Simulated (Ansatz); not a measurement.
C2H6ClO2Y, SMILES `C[O][Y]([Cl])[O]C`, relaxed with RKS PBE0-D4/def2-TZVP in Ansatz from a PBE-D4/def2-SVP geometry. The force threshold is 0.005 eV/Å; the program also tests the step.

The species carries charge 0 and has multiplicity 1. Y: def2 effective core potential.

Start:

```xyz
12

C     1.071    1.858   -2.038
O     0.131    1.287   -1.179
Y    -1.186    0.430    0.091
Cl   -3.508    1.320    0.324
O    -0.566   -1.142    1.200
C    -0.099   -2.218    1.955
H     0.848    2.933   -2.236
H     1.090    1.340   -3.026
H     2.103    1.803   -1.619
H     0.984   -2.111    2.204
H    -0.654   -2.319    2.917
H    -0.214   -3.183    1.407
```

| step | energy (eV) | largest force (eV/Å) | largest move (Å) |
| --- | --- | --- | --- |
| 1 | -19828.5126 | 0.541 | 0.000 |
| 2 | -19828.5530 | 0.165 | 0.033 |
| 3 | -19828.5565 | 0.038 | 0.017 |
| 4 | -19828.5567 | 0.014 | 0.006 |
| 5 | -19828.5567 | 0.009 | 0.007 |
| 6 | -19828.5568 | 0.011 | 0.017 |
| 7 | -19828.5568 | 0.012 | 0.013 |
| 8 | -19828.5568 | 0.008 | 0.022 |
| 9 | -19828.5569 | 0.014 | 0.018 |
| 10 | -19828.5569 | 0.020 | 0.018 |
| 11 | -19828.5569 | 0.023 | 0.016 |
| 12 | -19828.5570 | 0.029 | 0.026 |
| 13 | -19828.5570 | 0.024 | 0.009 |
| 14 | -19828.5571 | 0.014 | 0.017 |
| 15 | -19828.5572 | 0.012 | 0.038 |
| 16 | -19828.5572 | 0.034 | 0.045 |
| 17 | -19828.5573 | 0.006 | 0.008 |
| 18 | -19828.5573 | 0.003 | 0.014 |
| 19 (rejected) | -19828.5566 | 0.096 | 0.092 |
| 20 | -19828.5574 | 0.003 | 0.025 |
| 21 (rejected) | -19828.5561 | 0.120 | 0.098 |
| 22 | -19828.5574 | 0.002 | 0.014 |
| 23 | -19828.5574 | 0.031 | 0.049 |
| 24 | -19828.5575 | 0.009 | 0.013 |
| 25 | -19828.5575 | 0.004 | 0.009 |

End:

```xyz
12

C     1.079    1.850   -1.985
O     0.111    1.272   -1.176
Y    -1.216    0.382    0.034
Cl   -3.588    1.159    0.132
O    -0.579   -1.133    1.180
C    -0.073   -2.171    1.952
H     1.027    2.945   -1.943
H     0.945    1.552   -3.032
H     2.088    1.548   -1.678
H     1.024   -2.171    1.951
H    -0.410   -2.088    2.993
H    -0.408   -3.143    1.572
```

It took 57 s on 2 threads of an AMD EPYC 7R13 on a shared host and a share of an NVIDIA H100 80 GB, with 0.9 GiB of host memory at the peak.
